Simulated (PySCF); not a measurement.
## Working out the ionisation energy of Pb

Pb [Xe] 4f14 5d10 6s2 6p2 (3P) → Pb⁺ [Xe] 4f14 5d10 6s2 6p1 (2P). Computed with PySCF 2.14 in cc-pVDZ-PP with ECP60MDF, with scalar relativity through the core potential. Frozen: 5s2 5p6 5d10. Energies in hartree (1 hartree = 27.21139 eV):

| part | Pb (lower) | Pb⁺ (upper) |
| --- | --- | --- |
| UHF | -191.832445 | -191.590777 |
| CCSD correlation | -0.039340 | -0.031426 |
| (T) | -0.000344 | -0.000200 |

Task: What does Hartree-Fock give?

Result: (-191.590777) − (-191.832445) = 0.241668 hartree = 6.576 eV.

Task: What do CCSD and CCSD(T) give?

Result: The CCSD correlation energies differ by 0.007914 hartree = 0.215 eV and the triples by 0.000144 hartree = 0.004 eV, so CCSD gives 6.791 eV and CCSD(T) 6.795 eV.

Reference: 7.417 eV (measured; NIST Atomic Spectra Database, ionization energies), between the lowest levels; spin-orbit coupling is absent from the calculation.

A double-zeta basis recovers only part of the correlation energy.

What remains against the reference includes basis incompleteness, the frozen core and higher excitations.
